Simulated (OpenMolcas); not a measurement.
Pt2+ in a point-charge field

Pt2+ among 3 point charges of -2.5 e arranged as a planar triangle (D3h), 1.97 Å from the ion.

```json
{"Program": "OpenMolcas 26.06", "Method": "SS-CASPT2, IPEA 0.25 Eh, imaginary shift 0.1 Eh (closed shells correlated: 4f 5s 5p)", "Basis": "ANO-RCC-VDZP [7s6p4d2f]", "Scalar Hamiltonian": "DKH2, point nucleus", "Active space": "8 electrons in 5 orbitals (5d)", "State averaging": "2S+1 = 3 even, 10 roots; 2S+1 = 1 even, 15 roots", "Spin-orbit coupling": "state interaction with AMFI integrals over the reference wave functions"}
```

The lowest spin-free states (labels of D3, the rotations of D3h), above the lowest:

| State | Degeneracy | E (cm-1) | Free-ion L (%) |
| --- | --- | --- | --- |
| 3A2 | 1 | 0 | P (62) |
| 1E | 2 | 7640 | G (100) |
| 3A1 | 1 | 9510 | F (100) |
| 3A2 | 1 | 9570 | F (100) |
| 1A1 | 1 | 9870 | D (71) |
| 3E | 2 | 13000 | F (76) |
| 1E | 2 | 19270 | D (82) |
| 3E | 2 | 23280 | F (100) |
| 1A1 | 1 | 24750 | G (100) |
| 1A2 | 1 | 24970 | G (100) |
| 1E | 2 | 28070 | D (85) |
| 3A2 | 1 | 30870 | F (62) |
| 1E | 2 | 41610 | G (85) |
| 3E | 2 | 46900 | P (76) |
| 1A1 | 1 | 50510 | G (72) |
| 1E | 2 | 55210 | G (82) |
| 1A1 | 1 | 74250 | S (56) |

The lowest levels with spin-orbit coupling:

```json
{"E (cm-1)": "0", "Degeneracy": "1", "Label": "A1", "2S+1": "3 (77 %)", "g": ""}
{"E (cm-1)": "3910", "Degeneracy": "2", "Label": "E", "2S+1": "3", "g": "0.00 0.00 3.64"}
{"E (cm-1)": "5720", "Degeneracy": "2", "Label": "E", "2S+1": "3 (74 %)", "g": "0.00 0.00 9.32"}
{"E (cm-1)": "13760", "Degeneracy": "1", "Label": "A2", "2S+1": "3", "g": ""}
{"E (cm-1)": "13800", "Degeneracy": "1", "Label": "A1", "2S+1": "3", "g": ""}
{"E (cm-1)": "14660", "Degeneracy": "2", "Label": "E", "2S+1": "3", "g": "0.00 0.00 5.59"}
{"E (cm-1)": "15030", "Degeneracy": "1", "Label": "A1", "2S+1": "3 (60 %)", "g": ""}
{"E (cm-1)": "16510", "Degeneracy": "2", "Label": "E", "2S+1": "1 (74 %)", "g": "0.00 0.00 8.29"}
{"E (cm-1)": "16530", "Degeneracy": "2", "Label": "E", "2S+1": "3 (80 %)", "g": "0.00 0.00 2.22"}
{"E (cm-1)": "20100", "Degeneracy": "2", "Label": "E", "2S+1": "3", "g": "0.00 0.00 2.20"}
{"E (cm-1)": "21620", "Degeneracy": "1", "Label": "A2", "2S+1": "3", "g": ""}
{"E (cm-1)": "24680", "Degeneracy": "2", "Label": "E", "2S+1": "1 (53 %)", "g": "0.00 0.00 1.75"}
{"E (cm-1)": "24860", "Degeneracy": "1", "Label": "A1", "2S+1": "3", "g": ""}
{"E (cm-1)": "24880", "Degeneracy": "1", "Label": "A2", "2S+1": "3", "g": ""}
{"E (cm-1)": "25960", "Degeneracy": "1", "Label": "A1", "2S+1": "3 (60 %)", "g": ""}
{"E (cm-1)": "28300", "Degeneracy": "2", "Label": "E", "2S+1": "3 (73 %)", "g": "0.00 0.00 4.13"}
{"E (cm-1)": "32330", "Degeneracy": "1", "Label": "A1", "2S+1": "1 (86 %)", "g": ""}
{"E (cm-1)": "32530", "Degeneracy": "1", "Label": "A2", "2S+1": "1 (87 %)", "g": ""}
{"E (cm-1)": "35310", "Degeneracy": "2", "Label": "E", "2S+1": "3", "g": "0.00 0.00 1.23"}
{"E (cm-1)": "36800", "Degeneracy": "2", "Label": "E", "2S+1": "1 (52 %)", "g": "0.00 0.00 3.91"}
```

Powder χT (cm3 K/mol): 0.00113 at 2 K, 0.00565 at 10 K, 0.0283 at 50 K, 0.0565 at 100 K, 0.113 at 200 K, 0.17 at 300 K. The effective moment at 300 K is 2.828 √(χT) = 1.16 μB.

Roots that are degenerate in the reference are averaged as groups; the widest CASPT2 spread within a group is 43 cm-1 (the 2-fold group of multiplicity 1 near 41600 cm-1 above the lowest state of its run). Shifts and gaps below about the spread of the groups concerned are not significant. Real 4d8 and 5d8 ions are as a rule square planar and diamagnetic. Free-ion shares, where given, are those of the reference states; single-state CASPT2 does not remix them. Point charges carry no covalency, so the field is a model and not that of real ligands. No measured value stands beside these numbers.

With an even number of electrons the g values are those of a degenerate or nearly degenerate non-Kramers pair.
